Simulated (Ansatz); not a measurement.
Saddle point of BNH₅ClO₂, singlet (BNH₅ClO₂ ([NH3][B]([OH])([OH])[Cl]) → BNH₅O₂ ([NH3][B]([OH])[OH]) + Cl; bonds broken: B1–Cl2), PBE0-D4/def2-TZVP structure:

```tsv
atom	x (Å)	y (Å)	z (Å)
B1	0.0003	0.2898	-0.4653
Cl2	1.4693	-1.7034	0.5013
O3	-0.7325	0.0015	-1.5593
O4	1.0623	1.1301	-0.4342
H5	-0.0783	-0.8450	1.1651
N6	-0.7538	-0.0644	0.8464
H7	-0.2550	0.1789	-2.3745
H8	1.7595	0.7564	0.1227
H9	-1.6825	-0.4389	0.6787
H10	-0.7894	0.6950	1.5189
```

Energies are electronic, without zero-point energy. Barriers and step energies count from the start structure reached by relaxing down the imaginary mode; all methods use the PBE0-D4 structures, on which another method's saddle can fall below an end. Program: Ansatz 0.2.0. Basis: def2-TZVPP, with def2-QZVPP for the basis limit. Cores are frozen in the correlated methods. B3LYP uses VWN-RPA correlation. Extrapolation: Hartree–Fock as exp(−7.88 √X), correlation as X^−2.97.

```csv
method,barrier (eV),step energy (eV)
SPW92,0.466,0.016
PBE-D4,0.496,0.094
BLYP-D4,0.431,0.034
r2SCAN-D4,0.539,0.166
B97M-V,0.574,0.257
PBE0-D4,0.572,0.202
B3LYP-D4,0.495,0.119
r2SCAN0-D4,?,0.240
BHLYP-D4,0.564,0.235
CAM-B3LYP-D4,0.542,0.162
wB97X-V,0.639,0.306
wB97M-V,0.601,0.297
B2PLYP,0.564,0.196
PBE-QIDH,0.656,0.312
RPA on PBE,?,0.391
HF,0.570,0.335
MP2,?,0.354
CCSD,0.691,0.375
CCSD(T),0.687,0.357
```

**Question.** Fill in the withheld barriers. (To be estimated.)

**Answer.** By the calculation: MP2 0.698; RPA on PBE 0.736; r2SCAN0-D4 0.589 eV. Each is the energy of the saddle less that of the start structure, by the same method.

For comparison, the barrier by CCSD(T) at an estimated basis limit (MP2 extrapolated from triple and quadruple zeta, plus CCSD(T) − MP2 in triple zeta) is 0.641 eV.

T1 diagnostic: at most 0.013.

Labels in which every atom is bracketed show which atoms are joined, not bond orders.

For scale, one of the runs: CCSD(T)/def2-TZVPP, 236 basis functions, launched by `ansatz run in.yaml --threads 4 --pin off --events-out ev --progress --plain --max-ram 9574MiB`. The run took 2.3 min on 4 CPU threads of an Arm Neoverse V1 (shared host), with 4.6 GiB of host memory at its peak.
